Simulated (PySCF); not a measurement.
# Calculated NMR parameters of Cc1pc(Cl)nn1CC(F)(F)F

| Property | Result |
| --- | --- |
| Formula | C5H5ClF3N2P |
| SMILES | Cc1pc(Cl)nn1CC(F)(F)F |
| Point group of the computed structure | C1 |
| Carbon signals | 5 |
| Proton signals | 2 |

Structure with atom numbers: `[CH3:1][c:2]1[p:3][c:4]([Cl:5])[n:6][n:7]1[CH2:8][C:9]([F:10])([F:11])[F:12]`; H(Xn) means a hydrogen on atom n.

PySCF 2.14 calculation with shielding tensors at PBE0/pcSseg-1 (GIAO) and structure optimised with GFN2-xTB; isolated molecule, rapidly exchanging positions averaged, one conformer, non-relativistic.

References, each an isolated molecule treated in the same way: ¹H, ¹³C against TMS; ¹⁹F against CFCl3; ³¹P vs H3PO4; NH3 for ¹⁵N.

| carbon | δC, type | δH (multiplicity) | HMBC from (2–3 bonds) | span of the C tensor (ppm) |
| --- | --- | --- | --- | --- |
| C1 | 16.6, CH3 | 2.73 (m) | – | 29 |
| C2 | 184.1, C | – | H(C8), H(C1) | 253 |
| C4 | 177.0, C | – | – | 194 |
| C8 | 56.0, CH2 | 4.71 (m) | – | 41 |
| C9 | 132.4, C | – | H(C8) | 9 |

Other nuclei:
```
      atoms  nucleus                                     environment  δ (ppm)  σ (ppm)
F10/F11/F12      ¹⁹F                         fluorine of a CF3 group    -86.2    257.2
         P3      ³¹P  phosphorus bonded to 2 C, in a 5-membered ring    122.9    195.5
         N6      ¹⁵N              pyridine-type nitrogen of an azole    373.2   -105.4
         N7      ¹⁵N                      pyrrole-type ring nitrogen    229.6     38.1
```

δC 184.1: substituted aromatic carbon next to a ring nitrogen. δC 177.0: aromatic carbon bearing chlorine. δC 132.4: CF3 carbon; 3 electronegative neighbours deshield it. δC 56.0: sp3 CH2 bonded to N; pulled downfield by the heteroatom. δH 2.73: hydrogen on a methyl carbon on an aromatic ring; benzylic-type position, deshielded by the ring.

Carbons that carry Cl, above all several Cl atoms, come out too deshielded, partly because spin–orbit coupling is missing. Splittings by ¹⁹F and ³¹P in the carbon and heteronuclear signals aren't shown, as no couplings were computed. Shifts are as computed. Against solution values, carbons near 30 ppm lie about +3 ppm off and those near 130 ppm about +5 ppm; carbons on Cl a further +6 ppm. Of 1211 compounds with measured shifts, 218 miss one by over three times the rms of a fit or turn the order of signals round; such compounds aren't used in these exercises. Unscaled 19F shifts against computed CFCl3 carry errors that often reach 10 to 50 ppm. Experimental scales use liquid or dissolved standards, which lie at an offset from isolated NH3 (liquid NH3: subtract about 20 ppm) and H3PO4. Unscaled 15N shifts of sp2 nitrogen come out 20 to 40 ppm too high even then. No couplings were computed; multiplicities are counted from neighbouring protons, with m where these are inequivalent, close in shift, in a saturated or five-membered ring or joined by F or P, and br s for small geminal =CH2 splittings.
